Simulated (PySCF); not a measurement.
C2Ti, SMILES [C]1[C][Ti]1 (connectivity only; charge and spin as stated), neutral, multiplicity 3.

Geometry optimised at B3LYP-D3(BJ)/def2-TZVP. The multiplicity is an assumed one; other spin states were not compared.

The numbers are results of PBE/def2-TZVPD (PySCF), not measurements.

| Item | Value |
|---|---|
| total energy | -925.19430 hartree |
| point group | C2v |
| α spin, highest occupied and lowest empty level | -4.30 and -3.90 eV |
| β spin, highest occupied and lowest empty level | -5.71 and -3.20 eV |
| dipole moment | 6.35 D |
| quadrupole, principal values (traceless, Buckingham form, about the centre of nuclear charge) | -3.28, 1.30, 1.99 D·Å |
| mean static polarisability | 82.4 bohr³ (12.21 Å³) |
| polarisability, principal values | 69.3, 76.4, 101.6 bohr³ |
| ⟨S²⟩ | 2.020 (pure state 2.00) |
